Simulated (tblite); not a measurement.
Species: C₂H₅SSi (doublet state).
Structure used (GFN2-xTB), in Å, numbered top down from 1:
```
atom  x, y, z in Å
C1     2.1656   -0.1003    0.3022
C2     0.9639    0.3986    0.3236
S3    -0.1177    1.1428   -0.7372
Si4   -1.8612   -0.0350   -0.1971
H5     2.6367   -0.4444    1.2103
H6     2.7597   -0.2253   -0.6008
H7    -2.0316    0.0976    1.2425
H8    -2.9152    0.5849   -0.9825
H9    -1.5868   -1.4128   -0.5862
```

Method: GFN2-xTB as coded in tblite; computed harmonic values from a numerical Hessian at the method's own geometry, unscaled. Against measured fundamentals such values can be off by several per cent, at times by over 20. Modes of hydrogen on silicon can be 10 to 20 % off. One conformer, not necessarily the lowest. Open shells enter through the occupations alone, without spin polarisation, and single modes of such species can be off by tens of per cent.

Harmonic wavenumbers (cm⁻¹): 79.2, 95.2, 131.2, 290.7, 463.7, 490.8, 532.4, 563.1, 723.7, 735.7, 763.7, 772.6, 835.2, 968.2, 1369.7, 1714.4, 2314.8, 2333.2, 2357.7, 2918.7, 3063.6.

A = 10580, B = 2539, C = 2142 MHz; mass 88.988 u (most abundant isotopes); point group C1, symmetry number 1; spin multiplicity 2.

**Question.** What is the zero-point energy?

**Answer.** ½Σν̃ = 11759 cm⁻¹ = 140.67 kJ/mol.

**Question.** What is S at 298.15 K and 1 bar for an ideal gas of classical rigid rotors and harmonic oscillators?

**Answer.** Translation 164.83, rotation 109.31, vibration 65.79, spin (R ln 2) 5.76: S = 345.7 J/(mol K).

**Question.** And Cp and H(298.15 K) − H(0)?

**Answer.** Cp = 102.49 J/(mol K), of which vibrations give 69.23 (their classical limit is 21 R = 174.6); H(298.15 K) − H(0) = 20.40 kJ/mol without the zero-point energy, 10.49 from vibrations.

**Question.** Blend soft modes into free rotors: weight 1/[1 + (100 cm⁻¹/ν̃)⁴] for the oscillator and the rest for a rotor with moment μB/(μ + B), μ = h/(8π²ν), B = 10⁻⁴⁴ kg m². What vibrational entropy results?

**Answer.** 61.50 J/(mol K) in place of 65.79, which changes −T·S at 298.15 K by +1.28 kJ/mol.

**Question.** Which modes carry the vibrational entropy at 298.15 K?

**Answer.** 79.2 cm⁻¹: 16.36; 95.2 cm⁻¹: 14.85; 131.2 cm⁻¹: 12.25; 290.7 cm⁻¹: 6.15; 463.7 cm⁻¹: 3.16; 490.8 cm⁻¹: 2.85 J/(mol K); the other 15 give 10.16 together.

**Question.** How do the functions run with temperature in this model?

**Answer.** 
| T (K) | S (J/(mol K)) | Cp (J/(mol K)) | H − H(0) (kJ/mol) | G − H(0) (kJ/mol) | ln q(vib) |
| --- | --- | --- | --- | --- | --- |
| 50 | 226.7 | 46.3 | 1.89 | -9.45 | 0.20 |
| 100 | 262.6 | 57.7 | 4.51 | -21.75 | 0.86 |
| 373.15 | 370.2 | 115.5 | 28.60 | -109.53 | 4.74 |
| 500 | 406.4 | 132.0 | 44.36 | -158.85 | 6.48 |
| 750 | 464.4 | 154.0 | 80.32 | -268.00 | 9.62 |
| 1000 | 510.9 | 168.8 | 120.79 | -390.11 | 12.41 |

q(vib) and H(0) count from the zero-point level.

Hindered rotation and anharmonicity are outside this model. Other conformers, if any are populated, would add a mixing term that is left out. The structure is chiral; the term R ln 2 for an equal mix with its mirror image is left out.

The run took 0.13 s on an Arm Neoverse V2 with one thread, shared host with 96 logical CPUs at a one-minute load of 38. The figure is for the frequency step alone.
